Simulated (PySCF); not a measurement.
NICS in isomers of C8H10O2.

Definitions: NICS(0) = −σiso at the ring centroid; NICS(1) = −σiso and NICS(1)zz = −σzz at ±1 Å along the ring normal z. Level: GIAO PBE0/pcSseg-1 (PySCF, non-relativistic, gas phase) on the GFN2-xTB geometries, one conformer each. Atom numbers follow the mapped SMILES.

Problem. Order these rings by mean NICS(1)zz, lowest (most negative) first (ppm).
A. ring C5–C6–C7–C8–C9–C10 in `[CH3:1][C:2](=[O:3])[O:4][CH:5]1[CH:6]=[CH:7][CH2:8][CH:9]=[CH:10]1`
B. ring C2–C3–C4–C5–C6–C10 in `[CH3:1][C:2]1=[CH:3][CH2:4][CH:5]=[C:6]([C:7](=[O:8])[OH:9])[CH2:10]1`
C. ring C2–C3–C4 in `[CH2:1]=[C:2]1[CH2:3][C@@H:4]1[C:5](=[CH2:6])[O:7][C:8]([CH3:9])=[O:10]`
D. ring C3–C4–C5–C6–C7–C8 in `[CH3:1][O:2][c:3]1[cH:4][cH:5][cH:6][cH:7][c:8]1[CH2:9][OH:10]`
E. ring C4–C5–C6–O7–C8–C10 in `[CH3:1][CH2:2][CH2:3][c:4]1[cH:5][cH:6][o:7][c:8](=[O:9])[cH:10]1`
F. ring C3–C5–C7–C8–C9 in `[CH3:1][CH2:2][C:3]1([CH3:4])[C:5](=[O:6])[CH:7]=[CH:8][C:9]1=[O:10]`

Solution. D (-27.6), C (-20.2), E (-6.7), F (-5.0), A (0.0), B (2.5).

| SMILES | ring | NICS(0) | NICS(1) | NICS(1)zz | HOMA | rms pucker (Å) | ring atoms with four or more neighbours |
| --- | --- | --- | --- | --- | --- | --- | --- |
| COc1ccccc1CO | 6-membered carbocycle; formal bonds all aromatic | -9.8 | -11.4 | -27.6 | 0.99 | 0.00 | 0 |
| C=C1C[C@@H]1C(=C)OC(C)=O | 3-membered carbocycle; formal bonds all single | -30.6 | -7.8 | -20.2 | – | 0.00 | 2 |
| CCCc1ccoc(=O)c1 | 6-membered ring with O; bonds drawn aromatic by RDKit's count | -1.1 | -4.0 | -6.7 | 0.17 | 0.00 | 0 |
| CCC1(C)C(=O)C=CC1=O | 5-membered carbocycle; formal bonds 1 double, 4 single | 6.8 | -2.6 | -5.0 | – | 0.01 | 1 |
| CC(=O)OC1C=CCC=C1 | 6-membered carbocycle; formal bonds 2 double, 4 single | 0.7 | -1.9 | 0.0 | – | 0.07 | 2 |
| CC1=CCC=C(C(=O)O)C1 | 6-membered carbocycle; formal bonds 2 double, 4 single | 1.7 | -1.1 | 2.5 | – | 0.00 | 2 |

NICS(0) gives another order. The isotropic NICS(1) gives the same order. HOMA uses Krygowski's 1993 parameters; it is left out where a ring has a four-coordinate atom, a triple bond, no multiple bond or a kind of bond without parameters. NICS(1) and NICS(1)zz are means over the two faces.
